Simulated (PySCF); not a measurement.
One of the candidates below gave these computed data.

All candidates are C9H16O.

- Dipole: 1.57 D [PBE0/pcSseg-1]
- Rotational structure: rotational constants A, B, C: 1.974, 1.002, 0.948 GHz [GFN2-xTB]
- 1H NMR: chemical shifts (computed TMS as zero) by class: 6.00 (1 H), 5.49 (1 H), 5.30 (1 H), 3.55 (2 H), 1.92 (2 H), 1.77 (1 H), 1.62 (2 H), 1.44 (2 H), 1.13 (2 H), 1.12 (1 H), 1.00 (1 H) ppm [GIAO PBE0/pcSseg-1]
- 13C NMR: chemical shifts (computed TMS as zero) by class: 158.0 (1 C), 120.3 (1 C), 64.8 (1 C), 44.0 (1 C), 33.9 (2 C), 30.3 (1 C), 25.5 (2 C) ppm [GIAO PBE0/pcSseg-1]
- NMR, other nuclei: isotropic shieldings of nuclei other than C and H, by class: 310 (1 O) ppm [GIAO PBE0/pcSseg-1]

Gas-phase values; electronic properties from PySCF, density fitting. Levels stand in brackets. One conformer (not necessarily the lowest) at the GFN2-xTB geometry, without solvent, vibrations or thermal averaging. Each NMR value is the plain mean over a class of atoms that symmetry, rotation or inversion makes alike.

Task: Which candidate is it?
A. `C=CC1(CO)CCCCC1`
B. `CCC(=O)CC1CCCC1`
C. `OC[C@H]1CC12CCCCC2`
D. `CC(C)(C)[C@H]1C=COCC1`

Result: A. It is `C=CC1(CO)CCCCC1`. Numbering: `[CH2:1]=[CH:2][C:3]1([CH2:4][OH:5])[CH2:6][CH2:7][CH2:8][CH2:9][CH2:10]1`. Its formula, C9H16O, gives 2 degrees of unsaturation: 1 ring and 1 π bond in the structure found. 9 carbons fall into 7 classes; from least to most shielded: alkene CH carbon [C2] (158.0 ppm), terminal =CH2 carbon [C1] (120.3 ppm), carbinol carbon (C–OH) [C4] (64.8 ppm), allylic carbon [C3] (44.0 ppm), ring CH2 carbon [C6/C10] (33.9 ppm, 2 C, up to 7.7 ppm apart in this geometry), ring CH2 carbon [C8] (30.3 ppm), ring CH2 carbon [C7/C9] (25.5 ppm, 2 C). Hydrogen classes from least to most shielded: 1 H on an alkene CH carbon, C2 (6.00 ppm), 1 H on a terminal =CH2 carbon, C1 (5.49 ppm), 1 H on a terminal =CH2 carbon, C1 (5.30 ppm), 2 H on a carbinol carbon (C–OH), C4 (3.55 ppm, a mean of values up to 0.9 ppm apart in this geometry), 2 H on 2 ring CH2 carbons, C6/C10 (1.92 ppm, a mean of values up to 0.9 ppm apart in this geometry), 1 H on a ring CH2 carbon, C8 (1.77 ppm), 2 H on 2 ring CH2 carbons, C7/C9 (1.62 ppm), 2 H on 2 ring CH2 carbons, C7/C9 (1.44 ppm), 2 H on 2 ring CH2 carbons, C6/C10 (1.13 ppm), 1 H on a ring CH2 carbon, C8 (1.12 ppm), 1 H on an alcohol oxygen, O5 (1.00 ppm). The other shieldings belong to: 310 ppm, alcohol oxygen [O5]. The optimised geometry has point group C1 and is an asymmetric top.

The others, at the same levels:
- `CCC(=O)CC1CCCC1` fails: its computed 13C shifts are 215.5 (1 C), 51.9 (1 C), 39.9 (1 C), 39.3 (1 C), 36.3 (2 C), 26.2 (2 C), 9.6 (1 C) ppm, 1H shifts are 2.39 (2 H), 2.36 (2 H), 2.16 (1 H), 1.98 (2 H), 1.75 (2 H), 1.74 (2 H), 1.09 (3 H), 0.75 (2 H) ppm and rotational constant A is 3.742 GHz (against 1.974 GHz).
- `OC[C@H]1CC12CCCCC2` fails: it has 9 carbon classes against 7; its computed 13C shifts are 69.4 (1 C), 42.0 (1 C), 35.4 (1 C), 30.8 (1 C), 30.7 (1 C), 30.5 (1 C), 30.1 (1 C), 25.5 (1 C), 19.9 (1 C) ppm, 1H shifts are 4.43 (1 H), 3.38 (1 H), 1.83 (1 H), 1.73 (1 H), 1.70 (1 H), 1.69 (1 H), 1.63 (1 H), 1.47 (1 H), 1.22 (1 H), 1.19 (1 H), 1.14 (1 H), 0.87 (1 H), 0.81 (1 H), 0.41 (1 H), 0.22 (1 H), -0.03 (1 H) ppm and rotational constant A is 2.327 GHz (against 1.974 GHz).
- `CC(C)(C)[C@H]1C=COCC1` fails: its computed 13C shifts are 152.7 (1 C), 107.5 (1 C), 68.5 (1 C), 44.8 (1 C), 34.2 (1 C), 28.3 (3 C), 28.0 (1 C) ppm, 1H shifts are 6.60 (1 H), 4.82 (1 H), 4.34 (1 H), 4.01 (1 H), 2.05 (1 H), 1.63 (1 H), 1.50 (1 H), 0.93 (9 H) ppm and rotational constant A is 2.473 GHz (against 1.974 GHz).
